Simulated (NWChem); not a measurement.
System: CH₄Al cation; SMILES [CH3][AlH+]

Program: NWChem. Coordinates come from a PBE0-D3(BJ)/def2-TZVP optimisation. Vertical excitations in the gas phase; the lowest state need not have the same character in each row.

```tsv
level	lowest excitation, singlet (eV)	oscillator strength of that lowest state	lowest state with f > 0.02, singlet (eV)	lowest triplet (eV)	orbital gap (eV)
PBE/def2-SVP, full TDDFT	5.70	0.001	7.34	5.24	5.60
B3LYP/def2-SVP, full TDDFT	5.91	0.001	7.61	5.44	7.17
BHandHLYP/def2-SVP, full TDDFT	6.28	0.000	7.98	5.51	9.58
LDA (Slater exchange, VWN5)/def2-SVP, full TDDFT	(withheld)	0.000	(withheld)	5.27	(withheld)
```

### Question
Some entries are withheld; supply them.

### Answer

- LDA (Slater exchange, VWN5)/def2-SVP, full TDDFT, lowest excitation, singlet (eV): 5.63
- LDA (Slater exchange, VWN5)/def2-SVP, full TDDFT, lowest state with f > 0.02, singlet (eV): 7.27
- LDA (Slater exchange, VWN5)/def2-SVP, full TDDFT, orbital gap (eV): 5.47
